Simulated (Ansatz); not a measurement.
Cost and result for the atomization energy of C2H7ClSSi (`CCS[SiH2]Cl`) (12 atoms, 11 bonds).

```xyz
12

C    -0.744    1.358   -0.618
C    -1.036    0.345    0.466
S    -0.763   -1.391   -0.043
Si    1.339   -1.516    0.030
Cl    2.064   -1.120    1.918
H    -0.981    2.365   -0.263
H    -1.340    1.160   -1.510
H     0.308    1.345   -0.907
H    -2.088    0.371    0.755
H    -0.451    0.532    1.369
H     2.014   -0.541   -0.857
H     1.678   -2.908   -0.340
```

The species carries charge 0 and has multiplicity 1. Geometry: relaxed with PBE0-D4/def2-TZVP. It is one conformer, not always the lowest. Program: Ansatz. All runs use 4 threads of an Arm Neoverse V2 on a shared host. Times are those of one run each, without the atoms' runs, and a repeat can differ threefold. Electronic energies, without spin–orbit coupling; frozen cores. CCSD(T)/CBS adds CCSD(T) − MP2 in def2-TZVPP to the MP2 limit, and its time is that of the two runs behind it. T1 = 0.010. B3LYP takes the VWN-RPA correlation (the form of Gaussian; ORCA's B3LYP/G).

CCSD(T)/CBS is a level of theory with its own doubt, some kJ/mol a heavy atom from the limit and from the frozen cores, so smaller differences don't rank the functionals.

```tsv
level	functions	wall time	atomization (kcal/mol)	difference from CCSD(T)/CBS	per bond
PBE-D4/def2-TZVPP (with forces)	286	3.1 s	1022.5	10.7	1.0
PBE0-D4/def2-TZVPP	286	4.3 s	1013.5	1.7	0.1
r2SCAN-D4/def2-TZVPP (with forces)	286	6.5 s	1014.5	2.7	0.2
B3LYP-D4/def2-TZVPP (with forces)	286	7 s	1007.6	-4.2	-0.4
B2PLYP/def2-TZVPP	286	7.5 s	996.0	-15.8	-1.4
ωB97X-V/def2-TZVPP	286	10 s	1015.8	4.0	0.4
ωB97M-V/def2-TZVPP (with forces)	286	15 s	1015.5	3.7	0.3
MP2/def2-QZVPP	534	36 s	1011.7	-0.1	0.0
CCSD(T)/def2-TZVPP	286	4.1 min	984.9	-26.9	-2.4
CCSD(T)/CBS(def2)	–	4.7 min	1011.8	0.0	0.0
```

In def2-TZVPP, CCSD(T) changes the Hartree–Fock value by +226.7 kcal/mol (the triples alone add +13.6 kcal/mol) and MP2 by +237.7 kcal/mol; breaking electron pairs costs correlation energy, which Hartree–Fock lacks. The D4 term adds +12.2 kcal/mol with B3LYP and +6.4 kcal/mol with PBE0; it sums over pairs of atoms, weighted by their polarisabilities, and B3LYP, whose exchange is more repulsive, gets the larger term. From PBE to PBE0 (25 % exact exchange), in def2-TZVPP and without D4, the atomization energy moves by −8.0 kcal/mol: exact exchange takes away binding that semilocal exchange gives to molecules.
